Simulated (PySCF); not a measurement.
A structure optimised at B3LYP-D3(BJ)/def2-SVP, used in a PySCF frequency run:

```xyz
10

O      2.0650     0.5197     0.0000
Si     0.7094    -0.4204     0.0000
N     -0.4380    -0.0783     1.3445
C     -1.5423     0.1935     0.7683
C     -1.5423     0.1935    -0.7683
N     -0.4380    -0.0783    -1.3445
H      1.9621     1.4787     0.0000
H      1.1622    -1.8241     0.0000
H     -2.4681     0.4235     1.3250
H     -2.4681     0.4235    -1.3250
```

**Question.** Write its SMILES, formula and point group.

**Answer.** O[SiH]1N=CC=N1, C₂H₄N₂OSi, Cs

**Question.** What are its rotational constants (standard atomic weights)?

**Answer.** 5.9726, 2.8291, 2.1904 GHz
